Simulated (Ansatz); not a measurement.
## A ladder of methods for TaF5 (tantalum pentafluoride)

TaF5 has 6 atoms, charge 0, and is taken as a singlet. SMILES: `F[Ta](F)(F)(F)F`. Geometry: optimised at B3LYP/def2-SVP.

| atom | x (Å) | y (Å) | z (Å) |
| --- | --- | --- | --- |
| F | -1.0379 | -1.2997 | 0.8974 |
| Ta | 0.0001 | -0.0001 | 0.0000 |
| F | 1.5559 | -0.8694 | 0.5406 |
| F | -0.8135 | -0.4620 | -1.6103 |
| F | 1.0380 | 1.2997 | -0.8972 |
| F | -0.7427 | 1.3315 | 1.0695 |

Each level gives the dissociation energy of the Ta2–F1 bond into doublet TaF4 and doublet F (shapes relaxed at B3LYP/def2-SVP, no zero-point term) (eV). The values are calculated.

```
                            level                    kind  program  value (eV)  less CCSD(T)/def2-SVP
     HF/def2-SVP (core potential)            Hartree–Fock   Ansatz        3.81                  -1.96
    PBE/def2-SVP (core potential)                     GGA   Ansatz        6.38                  +0.61
 r2SCAN/def2-SVP (core potential)                meta-GGA   Ansatz        6.15                  +0.38
PBE0-D4/def2-SVP (core potential)           global hybrid   Ansatz        5.91                  +0.14
wB97M-V/def2-SVP (core potential)  range-separated hybrid   Ansatz        6.07                  +0.30
    MP2/def2-SVP (core potential)     perturbation theory   Ansatz        6.23                  +0.46
CCSD(T)/def2-SVP (core potential)   coupled cluster or CI   Ansatz        5.77                   0.00
```

Differences are taken from CCSD(T)/def2-SVP (core potential) for orientation; it has basis-set and higher-order errors of its own. Spin-orbit coupling, which can split open shells on such heavy atoms by tenths of an eV, is left out. The values span 3.81 to 6.38 eV. Hartree–Fock misses the correlation of the electron pair that is broken and comes out low. Measured bond enthalpies also hold zero-point and thermal terms, a few tenths of an eV less.
